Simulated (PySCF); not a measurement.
C3H7NSi, SMILES C=C=CN[SiH3].

The structure is a stationary point at ωB97X-D3(BJ)/def2-SVP. This is a generated structure with no PubChem entry under its InChIKey; it may be hypothetical. The values are those of a single conformer.

The numbers are results of PBE/def2-TZVP (PySCF), not measurements.

Gas-phase values at a fixed geometry.

Q: Estimate the frontier levels, gap, dipole moment and polarisability. (Estimate from the structure and the level; the computed values follow.)

A: 
The highest occupied level is -4.87 eV and the lowest empty level is -1.24 eV. The orbital gap is 3.62 eV, the dipole moment is 1.24 D and the quadrupole, principal values (traceless, Buckingham form, about the centre of nuclear charge) is -4.28, -2.99, 7.27 D·Å. The mean static polarisability is 75.1 bohr³ (11.13 Å³) and the polarisability, principal values comes out as 53.9, 66.8, 104.5 bohr³.
